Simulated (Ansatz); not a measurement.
Molecule: C$_{5}$H$_{5}$S, net charge 0, doublet state. It need not be the lowest isomer of its formula. 
Geometry from a B3LYP-D3(BJ)/def2-TZVP (Ansatz, an electronic-structure program) optimisation:
```xyz
11

C     -2.3022    -0.1436    -0.0152
C     -0.8196    -0.2106     0.1447
C     -0.0426    -0.9840     0.9233
C      1.3579    -0.8242     0.8643
C      1.6693     0.1544    -0.0363
S      0.2602     0.8318    -0.7658
H     -2.6897     0.8442     0.2424
H     -2.7714    -0.8745     0.6420
H     -2.6059    -0.3633    -1.0407
H      2.0804    -1.3837     1.4380
H      2.6461     0.5170    -0.3138
```
Charge 0, spin multiplicity 2.

Wanted: atomisation energy (electronic, to ground-state atoms), in kcal/mol. Cores are frozen in the correlated levels unless marked. UHF or UKS for open shells. Spin-orbit coupling is left out. No relativistic terms. The coupled-cluster limit lacks core correlation, which all-electron functionals hold. Basis-set limits of correlation are two-point, X^-3; Hartree-Fock from the larger set. The bracket is a focal-point correction in the basis named.

```
level      program  atomisation energy (kcal/mol)
---------  -------  -----------------------------
HF/6-31G*   Ansatz                          822.4
```

Task: Predict the RI-MP2/CBS(cc-pV(T+d)Z,cc-pV(Q+d)Z)+[CCSD(T)-MP2]/cc-pV(T+d)Z result (Ansatz).

Result: 1134.0 kcal/mol
